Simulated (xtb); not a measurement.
B(H)(F)(Et) (C₂H₆BF), SMILES CCBF. All values are semi-empirical tight-binding results from xtb (GFN2-xTB unless named), good for trends rather than for accurate numbers. Geometry optimised at GFN2-xTB. The values are those of a single conformer.

Optimised geometry:

```xyz
10

B     -0.4466     0.7133     0.2265
H     -1.1924     1.2076    -0.5344
F     -0.3404     1.3058     1.3993
C      0.4207    -0.5765    -0.0388
C      0.2693    -1.2152    -1.4195
H      0.1842    -1.3218     0.7279
H      1.4747    -0.3320     0.1292
H      0.5459    -0.5093    -2.1986
H     -0.7608    -1.5188    -1.5882
H      0.9045    -2.0936    -1.5126
```

Computed properties:
```json
{
 "point_group_as_xtb_finds_it": "Cs",
 "orbital_gap": "4.72 eV",
 "dipole_moment": "1.35 D",
 "zero_point_energy": "49.5 kcal/mol",
 "G − E(el) at 298.15 K (modified RRHO)": "31.8 kcal/mol",
 "static polarisability (D4 model)": "40.4 bohr³",
 "solvation energy, GFN2-xTB/ALPB(water)": "-1.2 kcal/mol",
 "solvation energy, GFN2-xTB/ALPB(ether)": "-3.2 kcal/mol"
}
```

Computed IR lines (harmonic; lines under 4 % of the strongest left out, lines within 3 cm⁻¹ merged):
ν (cm⁻¹): 418 (w), 799 (s), 884 (m), 979 (m), 1039 (w), 1057 (m), 1097 (w), 1245 (vs), 1336 (vs), 1452 (w), 2612 (s), 2936 (w), 2962 (w), 3028 (m), 3041 (m), 3046 (m) (against the strongest line: vs over 80 %, s over 45 %, m over 15 %, w over 4 %, vw less)

Task: Give the atomic charges and the Wiberg bond orders between heavy atoms. (Estimate from the structure and the level; the computed values follow.)

Result: charges (e) B1 0.37, H2 -0.08, F3 -0.26, C4 -0.15, C5 -0.11, H6 0.06, H7 0.06, H8 0.03, H9 0.03, H10 0.04. Bond orders B1–F3 1.13, B1–C4 1.04, C4–C5 1.02.
